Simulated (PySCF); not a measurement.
How methods differ on the ionisation energy of Se¹⁹⁺

Se¹⁹⁺ [Ne] 3s2 3p3 (4S) → Se²⁰⁺ [Ne] 3s2 3p2 (3P), as a difference of total energies. Calculation: PySCF 2.14, in an even-tempered Gaussian basis (17 s from 1.9 bohr⁻², ratio 2.5; 11 p from 2.4 bohr⁻², ratio 2.5; 5 d from 11 bohr⁻², ratio 2.7; 4 f from 17 bohr⁻², ratio 2.7); the non-relativistic Hamiltonian (point nucleus). Correlated levels: outer shells: 1s2 frozen; virtual orbitals above 40 to 60 times the deepest correlated orbital energy dropped. The calculations carry no spin-orbit coupling.

| method | ionisation energy (eV) |
| --- | --- |
| UHF | 791.74 |
| MP2 (outer shells) | 792.29 |
| SCS-MP2 (outer shells) | 792.03 |
| CCSD (outer shells) | 792.05 |
| CCSD(T) (outer shells) | 792.04 |

How much does correlation contribute at CCSD(T) (outer shells)?

792.04 − (791.74) = 0.30 eV, measured against UHF.

Spin-orbit coupling is strong in these open shells (close to jj coupling). The scalar numbers leave it out and a first-order estimate fails, so it can dominate the gap to the real levels.

All relativistic terms are absent from these numbers, so their closeness to the reference says little about the methods.

For comparison: 798 ± 3 eV (semi-empirical (NIST evaluation); NIST Atomic Spectra Database, ionization energies).
